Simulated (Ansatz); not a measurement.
## Nudged elastic band run: CH₂BFO

Input file:

```yaml
crystal:
  periodic: [false, false, false]
  atoms:
    - { symbol: F, position_ang: [-1.45407, 0.01017, -0.925111] }
    - { symbol: C, position_ang: [-0.180138, -0.281408, -0.53367] }
    - { symbol: B, position_ang: [0.304884, 0.105176, 0.852191] }
    - { symbol: O, position_ang: [0.583371, 0.916349, -0.176612] }
    - { symbol: H, position_ang: [0.312093, -0.898179, -1.289052] }
    - { symbol: H, position_ang: [0.475961, 0.083893, 2.026155] }
basis:
  gaussian: { orbitals: def2-SVPD }
hamiltonian:
  xc: b3lyp
  dispersion: d4
neb:
  order_check: false
  images: 5
  f_tol: 0.03
  max_iterations: 60
  final_atoms:
    - { symbol: F, position_ang: [-2.2626142, 0.35332601, -0.35929153] }
    - { symbol: C, position_ang: [-1.29422361, -0.50112563, -0.16236541] }
    - { symbol: B, position_ang: [0.1319884, -0.04248329, 0.17997212] }
    - { symbol: O, position_ang: [1.13618415, 0.01125488, -0.73001401] }
    - { symbol: H, position_ang: [2.01842015, 0.0937051, -0.35306417] }
    - { symbol: H, position_ang: [0.31234611, 0.02132393, 1.378664] }
  initial_path:
    images:
      - { positions_ang: [[-1.45407, 0.01017, -0.925111], [-0.180138, -0.281408, -0.53367], [0.304884, 0.105176, 0.852191], [0.583371, 0.916349, -0.176612], [0.312093, -0.898179, -1.289052], [0.475961, 0.083893, 2.026155]] }
      - { positions_ang: [[-1.48896679, 0.02932381, -0.88767047], [-0.24611319, -0.31343389, -0.49543572], [0.25574185, 0.1668731, 0.8603606], [0.61655248, 0.79669802, -0.29365109], [0.4254901, -0.7837428, -1.23935027], [0.47939654, 0.04028276, 2.00964794]] }
      - { positions_ang: [[-1.52386359, 0.04847762, -0.85022994], [-0.31208837, -0.34545977, -0.45720143], [0.2065997, 0.22857019, 0.86853021], [0.64973397, 0.67704705, -0.41069018], [0.5388872, -0.66930661, -1.18964854], [0.48283208, -0.00332748, 1.99314089]] }
      - { positions_ang: [[-1.55876038, 0.06763142, -0.81278941], [-0.37806356, -0.37748566, -0.41896715], [0.15745756, 0.29026729, 0.87669981], [0.68291545, 0.55739607, -0.52772927], [0.6522843, -0.55487041, -1.13994681], [0.48626763, -0.04693772, 1.97663383]] }
      - { positions_ang: [[-1.79337832, 0.16286295, -0.66162345], [-0.68345024, -0.41869898, -0.33343324], [0.14896784, 0.17935043, 0.64445725], [0.83400502, 0.37534901, -0.59515752], [1.10766292, -0.33867857, -0.87765259], [0.42829379, -0.02418384, 1.77731055]] }
      - { positions_ang: [[-2.02799626, 0.25809448, -0.51045749], [-0.98883692, -0.45991231, -0.24789932], [0.14047812, 0.06843357, 0.41221469], [0.98509458, 0.19330194, -0.66258577], [1.56304153, -0.12248674, -0.61535838], [0.37031995, -0.00142995, 1.57798728]] }
      - { positions_ang: [[-2.2626142, 0.35332601, -0.35929153], [-1.29422361, -0.50112563, -0.16236541], [0.1319884, -0.04248329, 0.17997212], [1.13618415, 0.01125488, -0.73001401], [2.01842015, 0.0937051, -0.35306417], [0.31234611, 0.02132393, 1.378664]] }
```

Run as:

```bash
$ ansatz run input.yaml --threads 2 --pin off --max-ram 3072MiB --backend cpu --events-out ev --progress --plain --runs-dir out
```

Output, in part (warnings, iteration lines, the closing report on the highest movable image, with atoms numbered from 0):

```
NEB end point (image 0): max|allowed force component| = 1.059e-2 eV/Å (the criterion of neb.relax_end_points is 1.000e-2)
NEB end point (image 6): max|allowed force component| = 1.451e-2 eV/Å (the criterion of neb.relax_end_points is 1.000e-2)
NEB iter   1: max|band force component| = 4.571e1 eV/Å  barrier→ = 8.1071 eV  barrier← = 6.2461 eV  Δτ_max = 0.1950 Å  (207 SCF iters)
NEB iter   2: max|band force component| = 3.988e0 eV/Å  barrier→ = 4.4575 eV  barrier← = 2.5964 eV  Δτ_max = 0.2000 Å  (189 SCF iters)
NEB iter   3: max|band force component| = 3.664e0 eV/Å  barrier→ = 3.7221 eV  barrier← = 1.8610 eV  Δτ_max = 0.2000 Å  (194 SCF iters)
NEB iter   4: max|band force component| = 3.467e0 eV/Å  barrier→ = 2.9466 eV  barrier← = 1.0855 eV  Δτ_max = 0.1982 Å  (196 SCF iters)
NEB iter   5: max|band force component| = 4.516e0 eV/Å  barrier→ = 2.8213 eV  barrier← = 0.9602 eV  Δτ_max = 0.0987 Å  (195 SCF iters)
NEB iter   6: max|band force component| = 1.945e0 eV/Å  barrier→ = 2.7992 eV  barrier← = 0.9381 eV  Δτ_max = 0.1936 Å  (194 SCF iters)
NEB iter   7: max|band force component| = 1.118e0 eV/Å  barrier→ = 2.7684 eV  barrier← = 0.9073 eV  Δτ_max = 0.1584 Å  (188 SCF iters)
NEB iter   8: max|band force component| = 1.381e0 eV/Å  barrier→ = 2.7453 eV  barrier← = 0.8842 eV  Δτ_max = 0.0448 Å  (183 SCF iters)
NEB iter   9: max|band force component| = 5.633e-1 eV/Å  barrier→ = 2.7236 eV  barrier← = 0.8626 eV  Δτ_max = 0.0551 Å  (173 SCF iters)
NEB iter  10: max|band force component| = 7.590e-1 eV/Å  barrier→ = 2.6829 eV  barrier← = 0.8218 eV  Δτ_max = 0.0269 Å  (180 SCF iters)
NEB iter  11: max|band force component| = 7.472e-1 eV/Å  barrier→ = 2.6700 eV  barrier← = 0.8089 eV  CI = image 2  Δτ_max = 0.0543 Å  (178 SCF iters)
NEB iter  12: max|band force component| = 6.132e-1 eV/Å  barrier→ = 2.7506 eV  barrier← = 0.8895 eV  CI = image 2  Δτ_max = 0.0539 Å  (171 SCF iters)
NEB iter  13: max|band force component| = 5.196e-1 eV/Å  barrier→ = 2.7652 eV  barrier← = 0.9042 eV  CI = image 2  Δτ_max = 0.0258 Å  (173 SCF iters)
NEB iter  14: max|band force component| = 1.369e-1 eV/Å  barrier→ = 2.7497 eV  barrier← = 0.8886 eV  CI = image 2  Δτ_max = 0.0142 Å  (180 SCF iters)
NEB iter  15: max|band force component| = 3.454e-2 eV/Å  barrier→ = 2.7488 eV  barrier← = 0.8877 eV  CI = image 2  Δτ_max = 0.0030 Å  (179 SCF iters)
NEB iter  16: max|band force component| = 2.263e-2 eV/Å  barrier→ = 2.7487 eV  barrier← = 0.8876 eV  CI = image 2  Δτ_max = 0.0000 Å  (316 SCF iters)
Total energy: -6502.04036193 eV, -238.9455760595 hartree
Atom 0 at    -1.716358     0.031724    -0.732165 Å, force     0.024751    -0.022455     0.009912 eV/Å
Atom 1 at    -0.582889    -0.590631    -0.475036 Å, force    -0.010365     0.018854    -0.014864 eV/Å
Atom 2 at     0.294831     0.033944     0.697130 Å, force    -0.018281     0.019003    -0.004521 eV/Å
Atom 3 at     1.115784     0.446423    -0.278650 Å, force     0.017224    -0.012888     0.000968 eV/Å
Atom 4 at     0.626791    -0.244409    -1.122028 Å, force    -0.016806     0.003017     0.001896 eV/Å
Atom 5 at     0.303942     0.258952     1.864651 Å, force     0.003476    -0.005532     0.006609 eV/Å
Dipole moment:    -0.068495    -0.083488     0.171710 e Å
```

It converged. The profile has 2 maxima (images 2, 5) with wells between them (image 3): this band takes more than one step, which may be the mechanism or a detour left from its start path. Neighbouring images differ by up to 1.7 eV, so the band resolves the path poorly. A vibrational analysis at the climbing image gives one clearly imaginary mode, 1581i cm⁻¹: a first-order saddle point. The orbitals stay closed-shell, which can raise the energy where a bond breaks towards radicals; this wasn't checked here.

Final band (atoms are numbered from 1 in the order of the input):

| image | path coordinate (Å) | energy (eV) | C2–O4 (Å) | C2–H5 (Å) | O4–H5 (Å) |
| --- | --- | --- | --- | --- | --- |
| 0 | 0.00 | 0.00 | 1.46 | 1.09 | 2.15 |
| 1 | 0.66 | 1.02 | 1.80 | 1.09 | 1.84 |
| 2 | 1.33 | 2.75 | 2.00 | 1.41 | 1.19 |
| 3 | 2.05 | 2.00 | 2.39 | 2.30 | 0.97 |
| 4 | 2.77 | 2.03 | 2.60 | 2.93 | 0.95 |
| 5 | 3.49 | 2.14 | 2.39 | 3.18 | 0.96 |
| 6 | 4.21 | 1.86 | 2.55 | 3.37 | 0.96 |

Time of the run: 88 s on 2 threads of Intel(R) Xeon(R) Platinum 8488C (Sapphire Rapids) (shared host), peak memory 0.2 GiB.
